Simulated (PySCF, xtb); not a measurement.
thiadiazoloquinoxaline (C₈H₄N₄S), SMILES c1cnc2cc3nsnc3cc2n1.

Harmonic wavenumbers (cm⁻¹) from GFN2-xTB in xtb 6.7.1 at its own minimum, in rising order: 88, 111, 233, 270, 278, 352, 371, 384, 435, 511, 519, 572, 581, 652, 715, 746, 758, 771, 784, 852, 859, 863, 876, 909, 928, 932, 1056, 1146, 1146, 1180, 1263, 1265, 1303, 1317, 1330, 1401, 1467, 1474, 1542, 1547, 1595, 3052, 3059, 3120, 3120.

Task: What does PBE0-D3(BJ)/def2-SVP run with PySCF 2.14.0 give at its own minimum? (Estimate from the structure and the level; the computed values follow.)

Result: 100, 137, 270, 284, 323, 400, 408, 435, 503, 573, 579, 600, 623, 688, 779, 782, 796, 838, 860, 868, 917, 932, 934, 935, 971, 1004, 1036, 1178, 1189, 1228, 1327, 1355, 1396, 1398, 1425, 1474, 1551, 1555, 1623, 1685, 1707, 3165, 3180, 3255, 3256. Paired by order, the mean absolute difference is 63 cm⁻¹ and the zero-point energies are 68.2 and 72.2 kcal/mol.
